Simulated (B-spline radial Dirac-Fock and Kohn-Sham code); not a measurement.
# X-ray lines that fill the 3p3/2 vacancy in Te³⁺

System: tellurium as Te³⁺, [Kr] 4d10 5s2 5p1, inside a Watson sphere of charge -3 and radius 3 Å (a model of the Madelung potential; inside it an electron's potential energy is raised by 14.4 eV).

Input of the calculation (task.json; shells as n, l, electrons):

```json
{"items": [{
  "Z": 52,
  "q": 3,
  "cfg": [[1, 0, 2], [2, 0, 2], [2, 1, 6], [3, 0, 2], [3, 1, 6], [3, 2, 10], [4, 0, 2], [4, 1, 6], [4, 2, 10], [5, 0, 2], [5, 1, 1]],
  "A": 130,
  "rrms": 4.7423,
  "watson": [-3, 3.0],
  "do": ["binding", "quiet", "decay"],
  "holes": ["K", "L1", "L2", "L3", "M1", "M2", "M3", "M4", "M5", "N1", "N2", "N3", "N4", "N5"]
}]}
```

Launch: `python xray_run.py task.json out`

Level of theory: independent-particle radiative and Coulomb Auger rates from relativistic LDA hole-state orbitals, with Dirac-Fock energies; a radial atomic solver.

```
 line  multipole  energy (eV)  rate (s⁻¹)  share (%)
M3-M4         E1        238.8    8.13e+10       1.59
M3-M5         E1        249.2    8.46e+11       16.5
M3-N1         E1        643.9    9.15e+11       17.9
M3-N4         E1        782.1    3.36e+11       6.55
   Mγ         E1        783.5    2.78e+12       54.3
M3-O1         E1        817.9    1.62e+11       3.16
```

The listed lines hold 100.0 % of the radiative rate. The radiative width is 0.00337 eV in the length form and 0.00321 eV in the velocity form; the two differ because the transition energies are not eigenvalue differences of the potential that gave the orbitals.

Values without a named source are computed, but for edge energies of neutral atoms, which are taken from tables.
